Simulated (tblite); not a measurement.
Compound: C₄H₇BOSi.
Numbering: `[BH2:1][c:2]1[cH:3][o:4][c:5]([SiH3:6])[cH:7]1` (hydrogens: H8, H9 on B1; H10 on C3; H11, H12, H13 on Si6; H14 on C7)

Computed with GFN2-xTB (tblite), gas phase: L-BFGS steps from a force-field or distance-geometry start until the largest atomic force falls under 0.01 eV/Å.

Geometry at step 4:
```
atom  x, y, z in Å
B1     -2.7967    0.3688   -0.1804
C2     -1.3554   -0.0012    0.1332
C3     -0.8825   -0.8474    1.1112
O4      0.4455   -0.9347    1.1025
C5      0.8963   -0.1281    0.0975
Si6     2.7093    0.0494   -0.3289
C7     -0.1728    0.4543   -0.5172
H8     -3.0189    1.1128   -1.0468
H9     -3.6499   -0.0975    0.4548
H10    -1.4434   -1.4056    1.8367
H11     2.8798    1.4032   -0.8511
H12     3.4958   -0.1668    0.8710
H13     3.0188   -0.9408   -1.3580
H14    -0.1266    1.1332   -1.3467
```

**Question.** Give the atomic forces at this geometry.

**Answer.** 
| atom | Fx (eV/Å) | Fy (eV/Å) | Fz (eV/Å) |
| --- | --- | --- | --- |
| B1 | -0.005 | -0.005 | 0.011 |
| C2 | -0.039 | 0.053 | -0.070 |
| C3 | -0.062 | -0.022 | 0.039 |
| O4 | 0.015 | 0.053 | -0.043 |
| C5 | -0.021 | 0.076 | -0.083 |
| Si6 | -0.156 | -0.075 | 0.021 |
| C7 | 0.084 | 0.047 | -0.063 |
| H8 | -0.078 | 0.082 | -0.095 |
| H9 | -0.197 | -0.055 | 0.081 |
| H10 | 0.164 | -0.075 | 0.072 |
| H11 | 0.045 | 0.023 | -0.020 |
| H12 | 0.145 | -0.035 | 0.151 |
| H13 | 0.103 | -0.046 | -0.056 |
| H14 | 0.001 | -0.021 | 0.055 |

The largest, 0.22 eV/Å, acts on H9; the rms over all components is 0.077 eV/Å. The forces sum to zero within rounding, as they must for an isolated molecule in no field.

**Question.** Give the force on H9 in Eh/bohr and in nN.

**Answer.** 0.220 eV/Å ÷ 51.422 = 0.00428 Eh/bohr, and 0.220 eV/Å × 1.602 = 0.35 nN.

**Question.** How far is this geometry from the end of the optimisation?

**Answer.** 0.033 eV above it, and 0.095 Å rms away after alignment. The bonds farthest from their final lengths, with half the difference of the two atoms' forces along the bond (positive lengthens):

```tsv
bond	now (Å)	final (Å)	force along bond (eV/Å)
Si6–H12	1.451	1.462	+0.13
B1–H9	1.161	1.170	+0.10
B1–C2	1.521	1.528	-0.03
C2–C7	1.424	1.431	+0.05
B1–H8	1.163	1.169	+0.07
Si6–H13	1.461	1.466	+0.04
```

The angle farthest from its final value is Si6–C5–C7, 128.1° against 133.9°.

What follows is the cost of the whole relaxation. Time: 0.41 s of wall time. Hardware: one thread of an Arm Neoverse N1, no GPU (shared host).
